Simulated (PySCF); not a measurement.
**Vertical excitation energies**

Compound: 2-bromothiophene, C4H3BrS.
SMILES: `Brc1cccs1`

The calculation used PySCF 2.14.0, density-fitted response routines, TDDFT PBE0/def2-SVPD, vertical, gas phase, core orbitals frozen in the response. Geometry: PBE0-D3(BJ)/def2-SVP; no solvent, vibrations or thermal averaging. The PBE0/def2-SVPD calculation is non-relativistic and has no spin–orbit coupling, an omission that weighs most on bromine.

```tsv
state	λ (nm)	E (eV)	f	symmetry	main configurations (H = HOMO, L = LUMO)
S1	239.4	5.18	0.0001	–	H→L+1 (98%)
S2	235.7	5.26	0.161	A′	H→L (96%)
S3	215.9	5.74	0.0000	–	H→L+2 (96%)
S4	212.7	5.83	0.063	A′	H-1→L (78%), H→L+4 (19%)
S5	202.2	6.13	0.0000	–	H-1→L+1 (86%), H-1→L+2 (12%)
S6	193.5	6.41	0.0008	–	H-1→L+2 (67%), H-2→L (13%), H-1→L+1 (10%)
S7	193.2	6.42	0.012	A″	H→L+3 (92%)
S8	192.6	6.44	0.0000	–	H-2→L (82%), H-1→L+2 (14%)
S9	183.5	6.76	0.0059	A′	H-2→L+1 (96%)
S10	175.5	7.06	0.0013	–	H→L+6 (61%), H→L+5 (29%)
```

Triplets (Tamm–Dancoff): T1 3.52 eV, H→L (93%); T2 4.56 eV, H-1→L (94%); T3 4.69 eV, H→L+1 (95%); T4 5.50 eV, H→L+2 (90%).

The lowest singlet comes at 239 nm (500 kJ/mol) in the ultraviolet; it is dark (f under 0.0005); its leading configuration is HOMO→LUMO+1 (98%). The most intense listed level is S2 at 5.26 eV (236 nm, f = 0.161), 0.08 eV above S1. S6/S7 lie within about 0.01 eV of each other. Löwdin shares by element: HOMO carbon 56% or more, bromine 25% (atoms not listed hold the other 19%); LUMO carbon 54% or more, sulfur 23% (atoms not listed hold the other 23%). The listed states span 1.88 eV, and the widest gap between neighbours is 0.48 eV (S2 to S3). The oscillator strengths of these states sum to 0.245; summed over the whole spectrum of an exact calculation they would give the number of electrons, 78 (Thomas–Reiche–Kuhn). Orbital energies (eV): HOMO-3 -9.26, HOMO-2 -8.59, HOMO-1 -7.66, HOMO -6.81, LUMO -0.88, LUMO+1 -0.26, LUMO+2 0.26. No computed singlet lies in the visible range (380 to 750 nm); the lowest, at 239 nm, stands 1.92 eV above its violet end (3.26 eV). All these states lie below the vertical ionisation energy of 8.66 eV (ΔSCF). Symmetry labels in Cs follow from the direction of the transition dipole and are given only for states with f of 0.002 or more. Singlets were solved by full linear response, triplets in the Tamm–Dancoff approximation.

Hardware: one thread of an Intel Xeon Platinum 8488C (shared host). Cost: 58 s wall (grids of density and orbitals included), 0.81 GiB resident at most.
